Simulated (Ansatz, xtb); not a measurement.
**C5H9O2+: 3 structures ranked**

3 gas-phase structures of C5H9O2+, from a drawn sample of its isomers (lower ones may exist). Each was relaxed with GFN2-xTB:

A. `C[C+]1OC[C@H](C)O1`, a singlet
B. `C[C+]1OCCCO1`, a singlet
C. `CC[C+]1OCCO1`, a singlet

Q: Estimate their order in r2SCAN-D4/def2-SVP energy at these geometries, lowest first.

A: Calculated order at r2SCAN-D4/def2-SVP: A (0.0), B (0.6), C (29.0) kJ/mol. Less than 1 kcal/mol parts A and B, so the order within that pair means little.

Energies above the lowest of each column, in kJ/mol; the last columns are at B3LYP-D3(BJ)/def2-SVP geometries:

```csv
structure,GFN2-xTB,HF/STO-3G,r2SCAN-D4/def2-SVP,B3LYP-D3(BJ)/def2-SVP,CCSD(T)/def2-SVP + ΔMP2/def2-TZVPP
A,5.0,0.0,0.0,2.1,0.0
B,0.0,11.4,0.6,0.0,7.5
C,30.5,16.5,29.0,27.0,24.1
```

CCSD(T)/def2-SVP + ΔMP2/def2-TZVPP puts A lowest; GFN2-xTB picks B, B3LYP-D3(BJ)/def2-SVP picks B. Flexible structures stand in one conformer each, not always the lowest. ΔMP2 is the change of the MP2 energy from the smaller to the larger basis.

Programs: Ansatz 0.2.0, xtb 6.7.1.
